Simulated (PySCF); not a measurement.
These are PBE-D3(BJ)/def2-SVP // PBE0-D3(BJ)/def2-SVP in PySCF values and carry that method's errors. Gas-phase values, no solvent. One relaxed conformer stands for a flexible species; it need not be the lowest. Excitations are Tamm–Dancoff values on a coarser integration grid. The basis has no diffuse functions, so Rydberg states are missing or too high. In the def2 sets, heavy atoms carry core potentials.

Reference species (SMILES): `CCC[CH2][Sn]([O]C)([O]C)[O]C` (neutral, multiplicity 1).

```
Item                      Result
----------------------  --------
S1–T1 gap (TDA)          0.31 eV
S1 oscillator strength     0.007
HOMO–LUMO gap            4.22 eV
LUMO                    -1.47 eV
```

After one change: the S1–T1 gap (TDA) is nearly the same; the S1 oscillator strength is nearly the same; the HOMO–LUMO gap decreases by 0.25 eV; the LUMO decreases by 0.75 eV.

### Question
Name the change that produced these shifts. The new species is one of these.
A) `C[CH2][Sn]([O]C)([O]C)[O]C`
B) `C[O][Sn]([O]C)([O]C)[C](F)(F)F`
C) `C=C[CH2][Sn]([O]C)([O]C)[O]C`
D) `C[O][Sn]([O]C)([O]C)[CH](C)C`

### Answer
B, `C[O][Sn]([O]C)([O]C)[C](F)(F)F`
